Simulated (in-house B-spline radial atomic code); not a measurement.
Inner levels of osmium as electrons are removed. A shift is the extra binding of the orbital against the neutral atom ([Xe] 4f14 5d6 6s2). The density at the nucleus is averaged over the nuclear charge. Computed with a radial B-spline atomic code at the basis-set limit: Dirac-Hartree-Fock, average of the configuration, finite nuclei.

```
  ion      configuration  shift of 3s1/2 (eV)  shift of 2p1/2 (eV)  shift of 2p3/2 (eV)  radius of 3s1/2 (bohr)  radius of 2p1/2 (bohr)  radius of 2p3/2 (bohr)  Σ<r²> (bohr²)  change of density at nucleus (bohr⁻³)
Os38+           [Kr] 4d2              1624.56              1674.02              1673.47                 0.19085                0.061347                0.069478         2.5616                                2050.63
Os39+           [Kr] 4d1              1695.19              1752.59              1751.69                 0.19066                0.061337                0.069464         2.3547                                2364.17
Os40+  [Ar] 3d10 4s2 4p6              1766.68              1832.33              1831.04                 0.19046                0.061327                 0.06945         2.1535                                2684.93
Os41+  [Ar] 3d10 4s2 4p5              1838.04              1913.12              1911.03                 0.19028                0.061317                0.069437         1.9581                                2903.55
Os42+  [Ar] 3d10 4s2 4p4                    ?                    ?                    ?                       ?                       ?                       ?              ?                                      ?
Os43+  [Ar] 3d10 4s2 4p3              1982.74              2077.45               2073.7                 0.18992                0.061291                0.069405         1.5795                                3348.27
Os44+  [Ar] 3d10 4s2 4p2                    ?                    ?                    ?                       ?                       ?                       ?              ?                                      ?
Os45+  [Ar] 3d10 4s2 4p1                    ?                    ?                    ?                       ?                       ?                       ?              ?                                      ?
Os46+      [Ar] 3d10 4s2              2204.73               2330.8              2324.37                 0.18934                0.061251                0.069354         1.0401                                4033.42
Os47+      [Ar] 3d10 4s1              2279.02              2417.42              2410.13                 0.18936                0.061236                0.069337        0.87542                               -2914.46
Os48+          [Ar] 3d10              2353.87              2504.87               2496.7                 0.18922                0.061222                0.069318        0.71375                                 -10034
Os49+           [Ar] 3d9              2477.05              2669.16              2659.45                 0.18835                0.061178                0.069255        0.67144                               -9319.48
Os50+           [Ar] 3d8              2601.43              2835.63              2824.33                  0.1875                0.061133                 0.06919        0.63038                               -8590.02
Os51+           [Ar] 3d7                 2727              3004.28              2991.31                 0.18664                0.061087                0.069124        0.59052                               -7845.59
Os52+           [Ar] 3d6              2853.78              3175.11               3160.4                 0.18579                0.061039                0.069055        0.55182                               -7086.15
Os53+           [Ar] 3d5              2981.75              3348.11               3331.6                 0.18494                 0.06099                0.068985        0.51422                               -6311.68
```

Q: Fill in the row of Os42+.

A: shift of 3s1/2 (eV): 1910.06; shift of 2p1/2 (eV): 1994.82; shift of 2p3/2 (eV): 1991.92; radius of 3s1/2 (bohr): 0.1901; radius of 2p1/2 (bohr): 0.061304; radius of 2p3/2 (bohr): 0.069421; Σ<r²> (bohr²): 1.7668; change of density at nucleus (bohr⁻³): 3124.68.

Q: Fill in the row of Os44+.

A: shift of 3s1/2 (eV): 2056.08; shift of 2p1/2 (eV): 2160.99; shift of 2p3/2 (eV): 2156.36; radius of 3s1/2 (bohr): 0.18973; radius of 2p1/2 (bohr): 0.061278; radius of 2p3/2 (bohr): 0.069389; Σ<r²> (bohr²): 1.396; change of density at nucleus (bohr⁻³): 3574.3.

Q: Fill in the row of Os45+.

A: shift of 3s1/2 (eV): 2130.08; shift of 2p1/2 (eV): 2245.44; shift of 2p3/2 (eV): 2239.92; radius of 3s1/2 (bohr): 0.18953; radius of 2p1/2 (bohr): 0.061265; radius of 2p3/2 (bohr): 0.069372; Σ<r²> (bohr²): 1.2162; change of density at nucleus (bohr⁻³): 3802.69.
